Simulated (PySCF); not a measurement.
C₈H₁₆O₂.

```xyz
26

C     -0.5820    -2.4602     1.2703
C      0.2195    -2.1467     0.0000
C     -0.5820    -2.4602    -1.2703
C      0.6876    -0.6975     0.0000
O      1.8469    -0.3552     0.0000
O     -0.3623     0.1405     0.0000
C     -0.2074     1.5977     0.0000
C     -1.6508     2.0962     0.0000
C      0.5214     2.0425    -1.2695
C      0.5214     2.0425     1.2695
H     -1.5046    -1.8613     1.3037
H     -0.8597    -3.5257     1.2943
H      0.0020    -2.2413     2.1780
H      1.1476    -2.7384     0.0000
H     -1.5046    -1.8613    -1.3037
H      0.0020    -2.2413    -2.1780
H     -0.8597    -3.5257    -1.2943
H     -2.1836     1.7340    -0.8919
H     -2.1836     1.7340     0.8919
H     -1.6740     3.1962     0.0000
H      1.5563     1.6794    -1.2782
H      0.0012     1.6592    -2.1609
H      0.5297     3.1420    -1.3241
H      0.5297     3.1420     1.3241
H      0.0012     1.6592     2.1609
H      1.5563     1.6794     1.2782
```
Charge 0, spin multiplicity 1.

Geometry: B3LYP-D3(BJ)/def2-SVP. Other conformers were not sampled.

Calculation: HF/pcSseg-1 run with PySCF. Non-relativistic, no solvent.

Problem. Give the absolute GIAO shielding of each atom: isotropic value and principal components (ppm). (An estimate is asked for; the answer gives what the named calculation found.)

Solution. 
| atom | σ(iso) | σ11 | σ22 | σ33 | span |
|---|---|---|---|---|---|
| C1 | 171.2 | 160.1 | 164.4 | 189.1 | 29.0 |
| C2 | 154.8 | 138.6 | 147.1 | 178.6 | 40.0 |
| C3 | 171.2 | 160.1 | 164.4 | 189.1 | 29.0 |
| C4 | 6.0 | -108.4 | 40.8 | 85.5 | 193.8 |
| O5 | -102.5 | -381.6 | -226.1 | 300.3 | 681.9 |
| O6 | 138.6 | -11.5 | 196.3 | 231.0 | 242.4 |
| C7 | 120.0 | 95.1 | 99.6 | 165.5 | 70.4 |
| C8 | 159.8 | 143.3 | 147.9 | 188.2 | 44.9 |
| C9 | 165.4 | 147.7 | 158.9 | 189.7 | 42.1 |
| C10 | 165.4 | 147.7 | 158.9 | 189.7 | 42.1 |
| H11 | 30.4 | 26.1 | 30.3 | 34.7 | 8.6 |
| H12 | 30.7 | 26.1 | 27.8 | 38.1 | 12.0 |
| H13 | 30.5 | 26.2 | 28.2 | 37.0 | 10.8 |
| H14 | 29.7 | 26.4 | 27.8 | 34.9 | 8.5 |
| H15 | 30.4 | 26.1 | 30.3 | 34.7 | 8.6 |
| H16 | 30.5 | 26.2 | 28.2 | 37.0 | 10.8 |
| H17 | 30.7 | 26.1 | 27.8 | 38.1 | 12.0 |
| H18 | 30.2 | 26.6 | 28.2 | 35.9 | 9.2 |
| H19 | 30.2 | 26.6 | 28.2 | 35.9 | 9.2 |
| H20 | 30.8 | 26.9 | 28.2 | 37.3 | 10.4 |
| H21 | 29.0 | 23.8 | 29.1 | 34.1 | 10.3 |
| H22 | 30.7 | 27.1 | 28.6 | 36.3 | 9.2 |
| H23 | 30.9 | 26.8 | 28.2 | 37.7 | 10.8 |
| H24 | 30.9 | 26.8 | 28.2 | 37.7 | 10.8 |
| H25 | 30.7 | 27.1 | 28.6 | 36.3 | 9.2 |
| H26 | 29.0 | 23.8 | 29.1 | 34.1 | 10.3 |
